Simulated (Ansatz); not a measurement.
Born–Oppenheimer molecular dynamics of BFH₇NSi (11 atoms, charge 0, multiplicity 1). It starts at the highest image of a converged band, a first-order saddle point between two minima.

Level of theory: RKS PBE-D4/6-31G* (Ansatz).

```
ensemble                      : NVE (velocity Verlet)
time step                     : 0.5 fs
steps asked                   : 200
starting velocities drawn for : 100 K
seed                          : 2674
```

First frame:

```xyz
11
Properties=species:S:1:pos:R:3
B 0.133 -0.598 -0.051
F -0.648 0.688 0.966
H 1.264 -0.200 -0.167
H -0.594 -0.692 -1.006
N -0.109 -1.583 1.079
H -0.898 -2.220 0.928
Si 1.248 -2.256 2.006
H 2.076 -3.220 1.207
H 2.099 -1.110 2.449
H 0.697 -2.983 3.197
H -0.634 -0.218 1.501
```

Task: How far do the bonds stretch over the last three quarters of this one trajectory? (Pairs bonded in most of those frames.)

Result: 
| bond | mean (Å) | spread (Å) | shortest | longest |
| --- | --- | --- | --- | --- |
| B1–H3 | 1.205 | 0.012 | 1.19 | 1.23 |
| B1–H4 | 1.204 | 0.014 | 1.18 | 1.23 |
| B1–N5 | 1.455 | 0.023 | 1.42 | 1.51 |
| F2–H11 | 0.972 | 0.020 | 0.94 | 1.01 |
| N5–H6 | 1.025 | 0.009 | 1.01 | 1.04 |
| N5–Si7 | 1.773 | 0.014 | 1.75 | 1.80 |
| Si7–H8 | 1.501 | 0.018 | 1.48 | 1.53 |
| Si7–H9 | 1.494 | 0.005 | 1.49 | 1.50 |
| Si7–H10 | 1.502 | 0.027 | 1.46 | 1.54 |

Mean temperature of the second half: 137 K. The conserved energy stayed within 0.041 meV per atom of its start (net change 0.022 meV per atom), so the integration is sound. The kinetic energy rose, since the run started high on the potential surface and went downhill. It ends in pieces (BH6NSi + FH), so much of that is their flight and rotation, not heat. A run of 0.1 ps of so small a system gives no equilibrium averages. The orbitals stay closed-shell, which can raise the energy where a bond breaks towards radicals; this wasn't checked here.

Time of the run: 9.2 min on 1 thread of Arm Neoverse V1, with other jobs on the host, peak memory 0.11 GiB.
